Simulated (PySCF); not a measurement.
# Electron correlation in Ge⁺ (germanium, charge +1)

[Ar] 3d10 4s2 4p1, 2P determinant. Calculation: PySCF 2.14, in cc-pVDZ-DK; the spin-free X2C one-electron Hamiltonian (Gaussian nucleus). Frozen: [Ar] 3d10; 3 electrons correlated.

MP2 pair energies summed by pair of shells (mhartree):

```csv
pair,energy,share (%)
4s-4s,-18.35,59.4
4s-4p,-12.52,40.6
```

Total MP2 correlation energy: -30.87 mhartree.

Same-spin part -2.08 and opposite-spin part -28.78 mhartree; SCS-MP2 scales them by 1/3 and 6/5 to -35.24 mhartree.

```csv
level,correlation energy (mhartree)
CCSD,-45.89
(T),-0.42
CCSD(T),-46.31
```

Diagnostics: T1 = 0.0088, D1 = 0.0214, largest double amplitude 0.096.

Q: Is a single reference adequate?

A: Mostly. T1 lies below 0.03, but a double amplitude of this size points to a near-degeneracy that CCSD handles and MP2 describes poorly.
